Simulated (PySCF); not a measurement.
**Polarisability and C₆ of Si⁻ (silicon, charge -1)**

[Ne] 3s2 3p3, high-spin 4S determinant. Computed with PySCF 2.14 in aug-cc-pCVTZ-DK with one added diffuse shell each of s, p, d, f type (9s8p6d4f, 91 functions), with the spin-free X2C one-electron Hamiltonian (Gaussian nucleus). Coupled (time-dependent) response in atomic units; α is the mean over directions.

```csv
method,mean α (bohr³),C₆ (like pair),S(−4)
UHF,136.7,1836,12660
```

S(−4) is the Cauchy moment in α(ω) = α(0) + S(−4) ω² + …

α(iu) at UHF:

```csv
u (hartree),α(iu) (bohr³)
0,136.7
0.0500,113.2
0.100,81.17
0.200,45.24
0.300,28.38
0.500,13.82
0.750,7.157
1.00,4.353
1.50,2.123
2.00,1.279
3.00,0.6413
5.00,0.2823
```

A single London oscillator, α(iu) = α/(1 + u²/ω²), gives C₆ = (3/4) ω α². Matching the computed C₆ needs ω = 4 × 1836 / (3 × 136.7²) = 0.131 hartree.

For an ion, C₆ is the dispersion term alone; charge-induced terms of lower order in 1/R come first.
